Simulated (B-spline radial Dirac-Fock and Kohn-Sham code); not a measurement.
## Dipole and non-dipole photoemission parameters of Ge 2p3/2

System: atomic germanium, [Ar] 3d10 4s2 4p2; threshold 1217.0 eV (tabulated edge). Model: Dirac-Hartree-Slater photoionisation with a Latter tail; cross sections with all multipoles, angular parameters from the dipole term and its interference with E2. Program: a radial B-spline solver.

For linearly polarised light dσ/dΩ = σ/(4π) [1 + β P₂(cos θ) + (δ + γ cos²θ) sin θ cos φ], with θ from the polarisation vector and φ the angle between the beam and the projection of the electron momentum on the plane normal to the polarisation.

```csv
hν (eV),σ (kb),β,γ,δ
1486.9,325,1.274,-0.113,0.011
1860,182,1.439,0.089,0.022
1900,172,1.446,0.110,0.023
2010,148,1.458,0.167,0.025
2984.4,48.9,1.441,0.557,0.040
3990,20.7,1.364,0.828,0.057
4170,18.1,1.349,0.867,0.060
4590,13.5,1.315,0.951,0.068
5414.7,?,?,?,?
6000,5.88,1.205,1.171,0.093
7090,3.45,1.128,1.299,0.114
8047.8,2.29,1.067,1.388,0.132
12200,0.572,0.855,1.640,0.208
15000,0.282,0.748,1.741,0.257
```

Problem. Give the values at Cr Kα (5414.7 eV).

Solution. σ = 8.12 kb, β = 1.249, γ = 1.088, δ = 0.083.

Values without a named source are computed, but for edge energies of neutral atoms, which are taken from tables.
